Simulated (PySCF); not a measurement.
# C₆ coefficients of unlike pairs at UHF

Calculated with PySCF 2.14 from the dipole response of each species, C₆(A,B) = (3/π) ∫ α_A(iu) α_B(iu) du, in atomic units, from isotropic polarisabilities. For ions this is the dispersion term alone; charge-induced terms of lower order in 1/R come first.

```
species           configuration                                                                               basis     relativity  α (bohr³)  C₆ (like pair)
     In  [Kr] 4d10 5s2 5p1 (2P)    x2c-QZVPPall with one added diffuse shell each of s, p, d, f type (14s10p8d5f1g)  spin-free X2C      74.53           806.3
     P⁺       [Ne] 3s2 3p2 (3P)                                                            dyall-acv3z (19s12p6d4f)           none      14.47           74.93
    Ca⁺           [Ar] 4s1 (2S)  aug-cc-pwCVTZ-X2C with one added diffuse shell each of s, p, d, f type (10s9p7d4f)  spin-free X2C      96.30           763.3
   Ar³⁺       [Ne] 3s2 3p3 (4S)                                                      aug-cc-pV(5+d)Z (8s7p6d4f3g2h)           none      3.712           10.07
```

**Question.** Estimate C₆ for Ar³⁺ with In.

**Answer.** The integral gives 72.96. The combination rule 2 C_A C_B / (C_A α_B/α_A + C_B α_A/α_B) gives 67.00 and the geometric mean 90.11.

No spin-orbit coupling is included.

The other pairs:

```csv
pair,C₆
"Ca⁺, P⁺",195.2
"Ar³⁺, Ca⁺",58.16
"Ar³⁺, P⁺",25.85
"P⁺, In",230.3
"Ca⁺, In",754.3
```
